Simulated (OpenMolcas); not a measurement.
# GaH2OF (SMILES [OH][GaH][F]): methods side by side

GaH2OF: 5 atoms, total charge 0, spin state singlet. SMILES: `[OH][GaH][F]`. The coordinates come from a PBE0-D4/def2-TZVP relaxation. This is one conformer, not always the lowest.

```xyz
5

O    -1.1304   -0.5887   -0.2838
Ga    0.3837    0.2805    0.0156
F     0.4383    1.7778   -0.8812
H    -1.2106   -1.4207    0.1872
H     1.5690   -0.1226    0.9209
```

Each level gives the dipole moment (D). The values are calculated.

```tsv
level	kind	program	value (D)	CPU time
SVWN5/cc-pVDZ	LDA	OpenMolcas	3.27	7.5 s
BLYP/cc-pVDZ	GGA	OpenMolcas	3.12	10 s
revPBE/cc-pVDZ	GGA	OpenMolcas	3.11	10 s
M06-L/cc-pVDZ	meta-GGA	OpenMolcas	3.33	13 s
TPSS/cc-pVDZ	meta-GGA	OpenMolcas	3.13	15 s
r2SCAN/cc-pVDZ	meta-GGA	OpenMolcas	3.32	15 s
BHLYP/cc-pVDZ	global hybrid	OpenMolcas	3.60	9.1 s
M06-2X/cc-pVDZ	hybrid meta-GGA	OpenMolcas	3.50	13 s
```

All-electron rows without a relativistic Hamiltonian named are non-relativistic. The values span 3.11 to 3.60 D. Magnitudes only. Times are those of the runs behind each value, whatever else they computed, on shared processors of several kinds: orders of magnitude only.
